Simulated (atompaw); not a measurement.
**Cutoff test, boron (B), PAW (atompaw)**

- Element: B
- Generator: atompaw 4.2.0.5
- Type: PAW
- Functional: PBE
- Relativity: scalar-relativistic
- Frozen core: [He]
- Valence charge: 3
- Reference configuration: 2s1 2p0 (charge +2)
- Partial waves: 2s (bound): rc 1.35 bohr; 2s channel at 1.05 Ry: rc 2.35 bohr; 2p (bound, empty): rc 2.35 bohr; 2p channel at 2.2 Ry: rc 2.35 bohr; 3d channel at 0.3 Ry: rc 2.15 bohr
- Local potential: troulliermartins scheme with l = 3 at 0 Ry, radius 2.15 bohr
- Core correction: smooth core density matched at 2.25 bohr
- Augmentation charge: sinc compensation charge, radius 2.35 bohr; PAW radius 2.35 bohr; waves and projectors: custom rrkj vanderbiltortho

The pseudo-atom Hamiltonian at the reference potential is diagonalised in spherical Bessel functions j_l(qr) that vanish at 20 bohr, with q² up to the cutoff. All-electron valence levels (Ry): 2s -2.3134, 2p -1.8735.

Q: How do the lowest levels (Ry) of each channel move with the cutoff, and are there ghosts?

A:

| cutoff (Ry) | s #1 | p #1 | p #2 | d #1 | f #1 | f #2 | Σ f·Δε (mRy) |
| --- | --- | --- | --- | --- | --- | --- | --- |
| 8 | -2.3063 | -1.7973 | -0.6478 | -0.5974 | -0.2680 | -0.1514 | 7.1 |
| 10 | -2.3072 | -1.8571 | -0.6585 | -0.5998 | -0.2680 | -0.1514 | 6.2 |
| 12 | -2.3090 | -1.8711 | -0.6602 | -0.6011 | -0.2680 | -0.1514 | 4.4 |
| 18 | -2.3127 | -1.8734 | -0.6604 | -0.6021 | -0.2680 | -0.1514 | 0.7 |
| 21 | -2.3131 | -1.8734 | -0.6605 | -0.6022 | -0.2680 | -0.1514 | 0.3 |
| 25 | -2.3132 | -1.8735 | -0.6605 | -0.6022 | -0.2680 | -0.1514 | 0.2 |
| 400 | -2.3134 | -1.8735 | -0.6606 | -0.6022 | -0.2680 | -0.1514 | 0.0 |

Result: no extra level below or beside the all-electron valence levels (s, p, d, f tested); 10 mRy is reached at 6 Ry and 1 mRy at 18 Ry.

The cutoffs count occupied waves only; the empty 2p level needs 12 Ry at the loose tolerance.
